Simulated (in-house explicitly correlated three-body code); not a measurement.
Computed with an exponentially correlated three-body code. Model: two electrons around a point charge, non-relativistic, variational in 260 exponentially correlated functions (energies converged to about 1e-7 hartree, or 1e-8 relative for large Z), ground state as one setting changes.

Given: nuclear charge 10.

```tsv
mass of the centre (electron masses)	ground energy (hartree)	binding of second electron (eV)	mean radius (bohr)	mean distance of electrons (bohr)	mean cosine of angle
3	-71.0809302	913.78	0.20491	0.28442	0.087543
5	-78.5146328	1002.7	0.18599	0.26371	0.053292
7	-82.2870592	1048.6	0.17763	0.25437	0.036494
10	?	?	?	?	?
15	-88.0335465	1120	0.1662	0.24141	0.01154
25	?	?	?	?	?
50	-92.049022	1170.9	0.159	0.23313	-0.0054997
100	-92.9668881	1182.7	0.15744	0.23132	-0.0093534
206.77	-93.4494219	1188.9	0.15663	0.23038	-0.011374
500	-93.7170163	1192.3	0.15618	0.22986	-0.012492
1000	-93.8117972	1193.5	0.15603	0.22968	-0.012888
5000	-93.8877863	1194.5	0.1559	0.22953	-0.013205
100000	-93.9058552	1194.8	0.15587	0.22949	-0.013281
```

Task: What follows for mass of the centre = 25?

Result: ground energy -90.2761067 hartree; binding of second electron 1148.3 eV; mean radius 0.1621 bohr; mean distance of electrons 0.23671 bohr; mean cosine of angle 0.0019864.

Task: What follows for mass of the centre = 10?

Result: ground energy -85.4072786 hartree; binding of second electron 1087.2 eV; mean radius 0.17124 bohr; mean distance of electrons 0.24716 bohr; mean cosine of angle 0.022855.
